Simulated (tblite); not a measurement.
Compound: C7H4NOP.
Structure used (GFN2-xTB), in Å, numbered top down from 1:
```
atom  x, y, z in Å
C1    -1.3460    1.7203   -2.0073
C2    -0.7030    1.0736   -1.2250
C3     0.1056    0.3434   -0.3239
C4     1.4796    0.6131   -0.3056
N5     2.3622    0.0228    0.4718
C6     2.0342   -0.9059    1.3341
P7     0.4523   -1.5803    1.6782
C8    -0.4561   -0.6198    0.5237
C9    -1.8876   -0.9196    0.5224
O10   -2.3666   -1.7499    1.2547
H11   -1.9226    2.2765   -2.6850
H12    1.8792    1.3643   -0.9753
H13    2.8707   -1.2987    1.9042
H14   -2.5026   -0.3402   -0.1892
```

Level: GFN2-xTB in tblite, geometry and Hessian alike; calculated harmonic values, unscaled, isolated species. Against measured fundamentals such values can be off by several per cent, at times by over 20. One conformer, not necessarily the lowest.

Harmonic wavenumbers (cm⁻¹): 74.2, 99.7, 123.5, 150.5, 171.2, 233.0, 337.9, 356.3, 414.1, 457.1, 479.9, 571.9, 615.8, 657.8, 675.2, 678.9, 740.9, 803.9, 813.7, 870.5, 920.1, 1038.1, 1150.4, 1190.4, 1235.9, 1296.9, 1338.6, 1369.9, 1468.7, 1501.4, 1718.9, 2240.6, 2802.9, 3008.4, 3055.3, 3393.2.

A = 1501, B = 1260, C = 685.2 MHz; mass 149.003 u (most abundant isotopes); point group Cs, symmetry number 1.

Q: What is the zero-point energy?

A: Half the sum of the wavenumbers: 19028 cm⁻¹ = 227.63 kJ/mol.

Q: What is S at 400 K and 1 bar for an ideal gas of classical rigid rotors and harmonic oscillators?

A: Translation 177.37, rotation 128.75, vibration 145.55: S = 451.7 J/(mol K).

Q: And Cp and H(400 K) − H(0)?

A: Cp = 182.13 J/(mol K), of which vibrations give 148.87 (their classical limit is 36 R = 299.3); H(400 K) − H(0) = 44.46 kJ/mol without the zero-point energy, 31.15 from vibrations.

Q: Which modes carry the vibrational entropy at 400 K?

A: 74.2 cm⁻¹: 19.32; 99.7 cm⁻¹: 16.89; 123.5 cm⁻¹: 15.13; 150.5 cm⁻¹: 13.52; 171.2 cm⁻¹: 12.48; 233.0 cm⁻¹: 10.02 J/(mol K); the other 30 give 58.20 together.

Q: Blend soft modes into free rotors: weight 1/[1 + (100 cm⁻¹/ν̃)⁴] for the oscillator and the rest for a rotor with moment μB/(μ + B), μ = h/(8π²ν), B = 10⁻⁴⁴ kg m². What vibrational entropy results?

A: 138.59 J/(mol K) in place of 145.55, which changes −T·S at 400 K by +2.78 kJ/mol.

Q: How do the functions run with temperature in this model?

A: 
```tsv
T (K)	S (J/(mol K))	Cp (J/(mol K))	H − H(0) (kJ/mol)	G − H(0) (kJ/mol)	ln q(vib)
100	287.1	73.6	5.08	-23.63	1.14
200	350.4	113.8	14.45	-55.63	3.41
300	403.8	151.1	27.74	-93.40	5.78
500	495.1	206.7	63.95	-183.58	10.45
800	603.6	253.8	133.81	-349.11	16.89
1000	662.4	272.6	186.57	-475.86	20.75
```

q(vib) and H(0) count from the zero-point level.

Hindered rotation and anharmonicity are outside this model. Other conformers, if any are populated, would add a mixing term that is left out.
